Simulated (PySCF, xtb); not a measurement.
Zn(OH)(OSiH3) (H₄O₂SiZn), SMILES [OH][Zn][O][SiH3]. The values are those of a single conformer.

Harmonic wavenumbers (cm⁻¹) from GFN2-xTB (xtb) at its own minimum, in rising order: 34, 64, 68, 122, 212, 326, 515, 582, 592, 671, 752, 785, 821, 969, 2181, 2205, 2238, 3681.

Q: What does PySCF with PBE0-D3(BJ)/def2-SVP give at its own minimum? (The exact figures need the calculation; the answer reports its results.)

A: 29, 45, 72, 151, 166, 475, 709, 730, 741, 774, 946, 953, 1014, 1050, 2185, 2196, 2230, 3915. Paired by order, the mean absolute difference is 97 cm⁻¹ and the zero-point energies are 24.0 and 26.3 kcal/mol.
